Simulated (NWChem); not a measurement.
System: SnNH$_{2}$F$_{3}$; SMILES [F][Sn]([F])([NH2])[F]

The following NWChem deck was run.

```
start job
memory heap 200 mb stack 900 mb global 1100 mb
geometry units angstroms noautoz
  N     -0.425709    -1.954008    -0.426407
  Sn    -0.004880    -0.001317    -0.014146
  F      0.127426     1.094694    -1.604496
  F      1.714343     0.165680     0.874004
  F     -1.369387     0.872523     1.061076
  H     -1.373074    -2.157042    -0.070291
  H      0.225591    -2.532782     0.127455
end
basis spherical
  * library def2-svp
end
ecp
  Sn library def2-ecp
end
dft
  xc r2scan
  iterations 150
  vectors input atomic output neutral.movecs
end
task dft energy
charge 1
dft
  odft
  mult 2
  vectors input atomic output cation.movecs
end
task dft energy
```

The geometry was optimised at PBE-D3(BJ)/def2-SVP. def2 effective core potentials on Sn; no spin-orbit coupling.

Ions are spin-unrestricted doublets at the neutral geometry; other ion states weren't tried.

Predict the main results of this run. (r2SCAN/def2-SVP with def2 effective core potentials on Sn, vertical spin-unrestricted ions.) Quantities: vertical ionisation energy, ΔSCF (eV); −ε(HOMO) (eV).


```json
{
 "vertical ionisation energy, ΔSCF (eV)": "11.29",
 "−ε(HOMO) (eV)": "7.85"
}
```
